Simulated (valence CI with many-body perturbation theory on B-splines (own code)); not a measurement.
Which ion has this spectrum?

A relativistic CI+MBPT calculation for an atom or ion with 22 electrons gives these levels (cm⁻¹):

| J | Parity | E | g |
| --- | --- | --- | --- |
| 0 | even | 0 |  |
| 1 | even | 213058 | 1.49 |
| 4 | even | 294048 | 1.09 |
| 2 | even | 297042 | 1.28 |
| 3 | even | 323722 | 1.18 |
| 0 | even | 485423 |  |
| 2 | even | 502689 | 1.16 |
| 4 | even | 503775 | 1.15 |
| 3 | even | 518217 | 1.13 |
| 5 | even | 546166 | 1.08 |
| 6 | even | 565818 | 1.08 |
| 1 | even | 568782 | 1.15 |
| 4 | even | 598075 | 1.03 |
| 3 | even | 601397 | 1.10 |

The energies are calculated, and their last digits are not significant.

Question: Which is it?
A. Dy44+
B. Eu41+
C. Tb43+
D. Pm39+

Answer: B. Eu41+, ground level (3d3/2^4) J=0.
